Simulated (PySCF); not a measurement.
# Sc³⁺ (scandium, charge +3) across methods

[Ar], closed-shell 1S. Computed with PySCF 2.14 in def2-TZVPPD (6s6p4d2f1g, 67 functions), with no relativity, point nucleus.

| method | E (hartree) | mean ε 2p (eV) | mean ε 3s (eV) | mean ε 3p (eV) | Σ⟨r²⟩ (bohr²) | ⟨S²⟩ |
| --- | --- | --- | --- | --- | --- | --- |
| HSE06 | -758.804 | -430.40 | -89.542 | -66.747 | 12.55 | 0.000 |
| PBEsol | -757.831 | -420.64 | -85.632 | -64.496 | 12.56 | 0.000 |
| r2SCAN | -758.935 | -425.44 | -87.623 | -65.399 | 12.54 | 0.000 |
| PBE0 | -758.783 | -430.94 | -89.971 | -67.179 | 12.55 | 0.000 |
| M06-L | -758.977 | -425.47 | -87.901 | -65.351 | 12.48 | 0.000 |
| LDA | -756.993 | -420.93 | -85.592 | -64.629 | 12.58 | 0.000 |
| PBE | -758.726 | -421.07 | -85.812 | -64.596 | 12.56 | 0.000 |
| UHF | -758.20134 | -459.43 | -101.06 | -73.595 | 12.60 | 0.000 |
| M06-2X | -758.972 | -440.81 | -93.215 | -69.543 | 12.55 | 0.000 |
